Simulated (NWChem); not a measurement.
Molecule: silene (CH4Si); SMILES C=[SiH2]

Results from NWChem. Pople sets run with spherical d functions. Geometry: optimised at PBE0/def2-SVP. Level PBE0/6-31G*: energy and gradient; each run changes one setting, and changes count from the defaults (medium grid, exact Coulomb integrals, symmetry on).

```
setting        size of the energy change (μHa)  largest change of a gradient component (μHa/bohr)
-------------  -------------------------------  -------------------------------------------------
defaults                                  < 10                                               < 30
coarse grid                                 20                                                200
Becke weights                             < 10                                                 50
symmetry off                              < 10                                        other frame
```
